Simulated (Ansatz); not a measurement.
H10OSi3Sn (SMILES [OH][Sn]([SiH3])([SiH3])[SiH3]), singlet, at a GFN2-xTB geometry (such geometries of metal compounds can be far from the true shape) (core potentials on Sn); CAM-B3LYP/def2-SVP in Ansatz (an electronic-structure program).

Input for Ansatz:
Ansatz 0.2 input:
```yaml
crystal:
  periodic: [false, false, false]
  atoms:
    - {symbol: O, position_ang: [-0.12258938, -0.40298674, -2.00360994]}
    - {symbol: Sn, position_ang: [-0.01364068, 0.02806557, -0.01492996]}
    - {symbol: Si, position_ang: [-0.88647628, 2.46483497, -0.00560848]}
    - {symbol: Si, position_ang: [-1.46194803, -1.85511606, 0.99688357]}
    - {symbol: Si, position_ang: [2.49393819, -0.48123206, 0.08904203]}
    - {symbol: H, position_ang: [-0.96237473, -0.32144337, -2.44457765]}
    - {symbol: H, position_ang: [-2.26055639, 2.54169061, -0.50619441]}
    - {symbol: H, position_ang: [-0.05613019, 3.33354049, -0.83638336]}
    - {symbol: H, position_ang: [-0.88037009, 2.99406328, 1.35627542]}
    - {symbol: H, position_ang: [-0.82993772, -3.15179986, 0.76019187]}
    - {symbol: H, position_ang: [-1.56877281, -1.67126003, 2.44308716]}
    - {symbol: H, position_ang: [-2.81946317, -1.90848341, 0.45414449]}
    - {symbol: H, position_ang: [3.28090840, 0.27678380, -0.87654086]}
    - {symbol: H, position_ang: [2.72189671, -1.90832038, -0.12754538]}
    - {symbol: H, position_ang: [3.00035424, -0.16297125, 1.42848069]}
basis:
  gaussian:
    orbitals: def2-SVP
hamiltonian:
  xc: cam_b3lyp
```

### Question
Predict the main parts of the log of this Ansatz run.

### Answer

```
Functional definition: CAM-B3LYP
1480 factors; integrals over basis functions are off by at most 1.2e-3 eV
575 factors; integrals over basis functions are off by at most 9.3e-6 eV
mean field evaluation 1: about -31658.5383 eV, gradient 5.3e1 eV
mean field evaluation 2: about -31646.0295 eV, gradient 9.5e1 eV
mean field evaluation 4: about -31663.9409 eV, gradient 1.5e0 eV
mean field evaluation 8: about -31664.0120 eV, gradient 7.6e-2 eV
mean field evaluation 16: about -31664.0120 eV, gradient 6.0e-5 eV
mean field -31664.01204118 eV, -1163.6309798751 hartree, gradient 6.0e-5 eV, S^2 0.000000; 0 other end points of the search recorded, 0 dependent functions left out
reference -31664.01221880 eV, -1163.6309864027 hartree; 41, 41 occupied and 103, 103 virtual orbitals, 1480 factors
Total energy: -31664.01221880 eV, -1163.6309864027 hartree
```
